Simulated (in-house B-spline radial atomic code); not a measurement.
The numbers below are computed, except where a source is named.
**Stopping and range of 5 keV As in Ge**

The pair potential comes from two frozen, spherical free-atom densities (PBE, B-spline radial code, scalar-relativistic past argon): electrostatics plus the change in Thomas-Fermi kinetic and Dirac exchange energy where they overlap, the recipe behind the universal ZBL potential, which averages such potentials (from solid-state densities) over many pairs. It is written V = (Z1 Z2 e²/r) φ(r/a), with e² = 14.3996 eV·Å and a = 0.46850 Å/(Z1^0.23 + Z2^0.23); ZBL's fit is φ = 0.18175 e^(−3.1998x) + 0.50986 e^(−0.94229x) + 0.28022 e^(−0.4029x) + 0.02817 e^(−0.20162x). Where φ falls below 4e-4 it is continued as an exponential.

The target is taken as amorphous, with density 5.3234 g/cm³ (NSM archive of the Ioffe Institute); channelling is ignored. Masses: As 74.92, Ge 72.63 u. Nuclear stopping is S_n = 4π a Z1 Z2 e² M1/(M1 + M2) × s_n(ε), with s_n integrated over impact parameters for each pair. Electronic stopping is Lindhard and Scharff's S_e = Z1^(1/6) 8π e² a0 Z1 Z2/(Z1^(2/3) + Z2^(2/3))^(3/2) × v/v0, with a0 = 0.529177 Å and v = v0 at 24.801 keV/u; it misses the oscillations with Z1 seen in experiment, which reach tens of per cent. Compounds add by atom fraction.

```json
{"target atom": "Ge", "a (Å)": "0.10519", "ε at this energy": "0.01703", "s_n, this pair": "0.2", "s_n, ZBL potential": "0.1993"}
```

What are the atom density and the stopping powers at entry?

N = 5.3234 × 0.602214/72.63 = 0.04414 atoms/Å³. For Ge: S_n = 10210 × 0.2 = 2041 eV·Å², S_e = 2.8907 × √5000 = 204.4 eV·Å². Averaged over the target's atoms and times N × 10 Å/nm, the ion loses N S_n = 901 eV/nm to recoils and N S_e = 90.2 eV/nm to electrons; the nuclear share is 91 %.

Along the track:

| E (keV) | N S_n (eV/nm) | N S_e (eV/nm) |
| --- | --- | --- |
| 0.25 | 225 | 20.2 |
| 0.75 | 390 | 34.9 |
| 1.5 | 543 | 49.4 |
| 2.5 | 684 | 63.8 |
| 3.75 | 808 | 78.1 |
| 5 | 901 | 90.2 |

Estimate the path length and the projected range.

With continuous slowing down the path is the integral of dE/(N (S_n + S_e)). Trapezoids over the table give 7.51 nm, and the stretch below the first row, with stopping taken as √E, adds 2E/(N S) = 2 nm: 9.55 nm in all, against 9.24 nm on a fine grid from 5 eV. Deflections shorten the depth: to first order in the energy passed on, N (S_n + S_e) dR_p/dE = 1 − N S_n (M2/M1) R_p/(2E), summed over the target's atoms, and integrating this on the fine grid gives R_p = 5.04 nm, 0.55 of the path. Lindhard's rule of thumb R/(1 + M2/3M1), with mean M2/M1 = 0.97, gives 6.98 nm. On the ZBL potential the same equation gives 4.97 nm, and the full integral equation, which keeps hard collisions, 5.07 nm.
